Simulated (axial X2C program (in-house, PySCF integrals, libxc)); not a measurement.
**NbS⁻: cheaper levels and CCSD(T), 2c**

All values were computed with an in-house all-electron X2C program for linear molecules (integrals from PySCF). Two-component (2c) means X2C with spin–orbit coupling and atomic mean-field two-electron Coulomb and Gaunt terms. Basis: Nb dyall-acv3z [12s13p10d5f3g], S dyall-av3z [9s8p3d2f] (cores contracted in-house); Gaussian nuclei, density fitting, unrestricted open shells. Masses: Nb 92.906 u, S 31.972 u.

State: Ω = 1 (⟨Sz⟩ = 1.00, ⟨Lz⟩ = 0.00 at HF); fragments Nb + S-.

```csv
level,Re (Å),ωe (cm⁻¹)
HF,2.237,466.0
CCSD,2.195,498.9
LDA,2.138,528.5
```

Correlated methods: 12 electrons correlated (number of frozen shells: Nb 4 s, 3 p, 1 d; S 2 s, 1 p), 310 virtual spin orbitals or spinors in MP2, 90 natural virtuals in coupled cluster.

CCSD(T), same Hamiltonian and basis:

Re = 2.195 Å, ωe = 497.8 cm⁻¹; T1 = 0.046 (Lee–Taylor normalisation).

Question: Give the differences from CCSD(T) in the columns below.

Answer: 

| level | ΔRe (Å) | Δωe (cm⁻¹) |
| --- | --- | --- |
| HF | 0.042 | -32 |
| CCSD | 0.000 | 1 |
| LDA | -0.057 | 31 |

The state is one determinant whose occupation by symmetry is held fixed; it was picked as the lowest of a PBE0 search that is not exhaustive. De is not given where an atomic determinant may have missed its ground term or J level, or where the truncated virtual space spoils (T). Density functionals use the spin component along the axis (collinear). CCSD and (T) use frozen natural virtuals with an MP2 correction for the truncation; (T) itself is uncorrected, so its De runs slightly low. Other states lie close and PBE0, whose exact exchange favours high spin, may order them wrongly; the determinant shown need not be the ground state. The nearest other 2c determinant of the search, Ω = 3, lies 0.17 eV up at the distance of the search. Without a current term, density functionals place determinants with orbital angular momentum somewhat too high. With several unpaired electrons one determinant need not be a pure state. The outer-core s and p shells of the metal are frozen in the correlated rows, which leaves out core–valence correlation; for alkali and alkaline-earth bonds that tends to lengthen them. Open-shell Ω = 0 determinants with evenly filled partner blocks cannot be reached by this program, so the Ω shown need not be the lowest component. The highest occupied level of some functionals is positive through self-interaction error; at Hartree–Fock it is bound. The determinant is spin-polarised beyond a pure state at some levels (its spin-free form has ⟨S²⟩ too high), which makes Re and μ there less reliable. The T1 diagnostic is large, a sign of multireference character. With the outer-core shells frozen, correlated bond lengths of heavy atoms tend to come out a few hundredths of an ångström too long.
